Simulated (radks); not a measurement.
All-electron atom: Mo3+ in [Kr] 4d3.

All-electron calculation, scalar-relativistic Kohn-Sham, XLYP, spin-polarised, spherical densities, finite nucleus; open shells are filled with parallel spins first (spin-orbit coupling, left out, can overturn this in heavy ions); Fermi nuclear charge, rms radius 4.4091 fm. Program: a radial shooting solver on a logarithmic mesh with Libxc functionals.

Energy parts (eV):
| part | energy |
|---|---|
| total | -110145.978 |
| kinetic | 113575.137 |
| electron-nucleus | -264164.427 |
| Hartree | 43805.614 |
| exchange-correlation | -3362.302 |

Orbitals (lengths in bohr, moments of r in powers of bohr):
orbital  occ.  eigenvalue (eV)     <r^2>
1s down     1        -19860.59  0.001668
1s up       1        -19860.58  0.001668
2s up       1        -2833.335   0.02785
2s down     1        -2832.941   0.02785
2p up       3        -2536.658   0.02192
2p down     3        -2536.364   0.02192
3s up       1        -509.0369    0.2108
3s down     1        -508.8261    0.2108
3p up       3        -411.8678    0.2159
3p down     3        -411.6309    0.2158
3d up       5        -253.7621    0.2074
3d down     5        -253.3955    0.2072
4s up       1         -96.9966     1.363
4s down     1         -94.9136     1.354
4p up       3         -70.7631     1.680
4p down     3         -68.5236     1.676
4d up       3         -33.7206     3.030
4d down     0         -31.5699     3.175

The highest occupied level is 4d up at -33.721 eV. The density falls to 0.001 e/bohr^3 at r = 3.29 bohr. Summed over all electrons, <r^2> = 25.85 bohr^2, which gives a Langevin (diamagnetic) susceptibility term of -20.5 x 10^-6 cm^3/mol. The electron density at the nucleus is 9.274e+04 e/bohr^3 (large components only). The spin density at the nucleus is -2.459 e/bohr^3 (1s -0.023, 2s -0.689, 3s 0.401, 4s -2.148). For comparison, the ionisation energy in NIST's Atomic Spectra Database is 40.3 eV (semi-empirical). In exact Kohn-Sham theory the highest level is minus the ionisation energy, but local and semilocal functionals leave it too shallow, through self-interaction and a potential that decays too fast; potentials with the right tail come closer. Spin moment in Bohr magnetons: 3.
